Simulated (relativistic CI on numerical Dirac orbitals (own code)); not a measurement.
## Energy levels of Ti⁵⁺

These numbers are calculated, not measured: Dirac-Coulomb-Breit CI, orbitals from a KLI potential per configuration, a model potential for QED, valence Slater integrals scaled by 0.85, P86 correlation energy added to each configuration (own radial code, finite nucleus).

CI space (outside the closed core [Ne]): 3s²3p⁵, 3s3p⁶, 3s²3p⁴3d, 3s3p⁵3d, 3s²3p⁴4s, 3s²3p⁴4p, 3p⁶3d, 3s3p⁴3d², 3s²3p⁴4d, 3s²3p⁴4f, 3s²3p⁴5s, 3s²3p⁴5p, 3s3p⁵4s, 3s²3p⁴5d, 3s²3p⁴5f, 3s²3p⁴6s, 3s²3p⁴5g, 3s3p⁵4p, 3s²3p⁴6p, 3s²3p⁴6d, 3s3p⁵4d, 3s²3p³3d4p, 3s3p⁵4f, 3s3p⁵5s, 3s3p⁵5p, 3s3p⁵5d, 3s3p⁵5f, 3s3p⁵6s, 3s3p⁵5g, 3s3p⁵6p, 3p⁶4s, 3s3p⁵6d, 3s3p⁴3d4s, 3s²3p³3d², 3s²3p²3d³, 3s3p³3d³, 3s²3p²3d²4s, 3s²3p²3d²4p, 3s²3p²3d²4d, 3p⁵3d², 3p⁴3d³, 3p⁴3d²4s, 3p⁴3d²4p, 3p⁴3d²4d, 3s²3p³3d4s, 3s3p³3d²4s, 3s²3p²3d4s², 3s²3p²3d4s4p, 3s²3p²3d4s4d. Double excitations out of closed p, d and f shells are left out; levels of such configurations are missing from the list, as are those of other unlisted configurations, and high levels can miss mixing partners. These lack a partner that the ground configuration has and come out too high: 3s²3p⁴4f, 3s²3p⁴5s, 3s²3p⁴5p, 3s²3p⁴5d, 3s²3p⁴5f.

The lowest level is 3s²3p⁵ ²P°3/2, with 97 % of that term; Hund's rules for 3s²3p⁵ give ²P° with J = 3/2, in agreement.

| No. | Configuration | Term | J | E (cm⁻¹) | % | Lifetime (s) |
| --- | --- | --- | --- | --- | --- | --- |
| 1 | 3s²3p⁵ | ²P° | 3/2 | 0 | 97 |  |
| 2 | 3s²3p⁵ | ²P° | 1/2 | 5803 | 97 | 2.85e-01 |
| 3 | 3s3p⁶ | ²S | 1/2 | 205702 | 72 | 3.94e-10 |
| 4 | 3p⁴(3P)3d | ⁴D | 7/2 | 272142 | 97 |  |
| 5 | 3p⁴(3P)3d | ⁴D | 5/2 | 272444 | 96 | 4.95e-07 |
| 6 | 3p⁴(3P)3d | ⁴D | 3/2 | 272964 | 96 | 7.40e-07 |
| 7 | 3p⁴(3P)3d | ⁴D | 1/2 | 273430 | 97 | 8.98e-07 |
| 8 | 3p⁴(3P)3d | ⁴F | 9/2 | 292830 | 96 | 7.83e-01 |
| 9 | 3p⁴(3P)3d | ⁴F | 7/2 | 294838 | 96 | 7.88e-01 |
| 10 | 3p⁴(1D)3d | ²P | 1/2 | 294880 | 96 | 6.96e-09 |
| 11 | 3p⁴(3P)3d | ⁴F | 5/2 | 296241 | 97 | 1.07e-07 |
| 12 | 3p⁴(3P)3d | ⁴F | 3/2 | 297071 | 97 | 8.62e-08 |
| 13 | 3p⁴(1D)3d | ²P | 3/2 | 298305 | 93 | 4.57e-09 |
| 14 | 3p⁴(3P)3d | ⁴P | 1/2 | 303518 | 97 | 1.39e-08 |
| 15 | 3p⁴(1D)3d | ²D | 3/2 | 303945 | 83 | 5.32e-09 |
| 16 | 3p⁴(3P)3d | ⁴P | 3/2 | 305005 | 80 | 6.78e-08 |
| 17 | 3p⁴(3P)3d | ⁴P | 5/2 | 306237 | 87 | 3.37e-08 |
| 18 | 3p⁴(1D)3d | ²D | 5/2 | 307378 | 86 | 8.50e-09 |
| 19 | 3p⁴(3P)3d | ²F | 7/2 | 309067 | 69 | 2.00e-01 |
| 20 | 3p⁴(1D)3d | ²G | 9/2 | 312992 | 96 | 1.57e-01 |
| 21 | 3p⁴(1D)3d | ²G | 7/2 | 313504 | 69 | 2.08e-01 |
| 22 | 3p⁴(3P)3d | ²F | 5/2 | 314177 | 96 | 2.21e-07 |
| 23 | 3p⁴(1D)3d | ²F | 5/2 | 334677 | 96 | 2.10e-08 |
| 24 | 3p⁴(1D)3d | ²F | 7/2 | 335929 | 97 | 5.39e-02 |
| 25 | 3p⁴(1S)3d | ²D | 3/2 | 353768 | 95 | 4.16e-09 |
| 26 | 3p⁴(1S)3d | ²D | 5/2 | 354901 | 95 | 1.05e-07 |
| 27 | 3p⁴(1D)3d | ²S | 1/2 | 376362 | 70 | 9.12e-12 |
| 28 | 3p⁴(3P)3d | ²P | 3/2 | 391192 | 93 | 9.27e-12 |
| 29 | 3p⁴(3P)3d | ²P | 1/2 | 393295 | 96 | 9.39e-12 |
| 30 | 3p⁴(3P)3d | ²D | 5/2 | 396479 | 95 | 7.78e-12 |

Energies count from the lowest computed level; ° marks odd parity; lifetimes are radiative, by E1, M1, E2 decay to levels of this space only; some are left blank where a channel outside the calculation adds to the decay or the decay crosses a small, uncertain gap. Percentages are summed over parent terms; the parents shown are those of the largest component, closed shells are left out there.

The mean weight of the leading LS term, summed over parents, in these 30 levels is 91 %, and that of the leading jj configuration (from the same eigenvectors) 55 %, so LS coupling describes them better.

At this charge configurations can still be misplaced by up to about 7 % of their energy. 30 of the 42 excited levels that our extract of the measured tables holds in this range could be paired (the sources list more); they are missed by 6777 cm⁻¹ on average and 24060 at most, and levels without a partner can miss by more.
